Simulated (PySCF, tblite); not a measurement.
Isomers of C6H8F3P, one GFN2-xTB conformer each. Single-point energies are computed at PBE0/pcSseg-1 (PySCF, gas phase, no added dispersion term), electronic only.

```
             SMILES  GFN2-xTB relative energy (kJ/mol)
  C#CP(C)CCC(F)(F)F                              161.8
CC1=C(C(F)(F)F)CCP1                                0.0
```

Conformers: `[CH:1]#[C:2][P:3]([CH3:4])[CH2:5][CH2:6][C:7]([F:8])([F:9])[F:10]` with C2–P3–C5–C6 -72°, P3–C5–C6–C7 -179°; `[CH3:1][C:2]1=[C:3]([C:4]([F:5])([F:6])[F:7])[CH2:8][CH2:9][PH:10]1` with C2–C3–C8–C9 17°, C3–C8–C9–P10 -24°, C8–C9–P10–C2 21°, C1–C2–P10–C9 169°.

Problem. What does PBE0/pcSseg-1 give for the same structures?

Solution. 
| SMILES | PBE0/pcSseg-1 E (Eh) | PBE0/pcSseg-1 (kJ/mol) | GFN2-xTB (kJ/mol) | point group |
| --- | --- | --- | --- | --- |
| CC1=C(C(F)(F)F)CCP1 | -873.58070 | 0.0 | 0.0 | C1 |
| C#CP(C)CCC(F)(F)F | -873.53233 | 127.0 | 161.8 | C1 |

Both levels put the same isomer lowest. As drawn, the lower has a C=C bond outside aromatic rings, which the higher lacks; the higher has a C≡C bond, which the lower lacks.

Problem. Which frontier levels, dipoles and rotational constants go with these structures?

Solution. 
```
             SMILES  HOMO (eV, PBE0/pcSseg-1)  LUMO (eV)  dipole (D)       A, B, C (MHz)
CC1=C(C(F)(F)F)CCP1                     -7.16      -0.76        1.94  1922, 830.2, 658.7
  C#CP(C)CCC(F)(F)F                     -7.15      -0.21        2.23  1986, 547.5, 487.8
```

Problem. What happens when harmonic zero-point energies from GFN2-xTB frequencies are added?

Solution. 
| SMILES | ZPE (kJ/mol) | electronic (kJ/mol) | with ZPE (kJ/mol) |
| --- | --- | --- | --- |
| CC1=C(C(F)(F)F)CCP1 | 332.7 | 0.0 | 0.0 |
| C#CP(C)CCC(F)(F)F | 327.1 | 127.0 | 121.4 |

The zero-point energies span 5.6 kJ/mol. The order is unchanged.
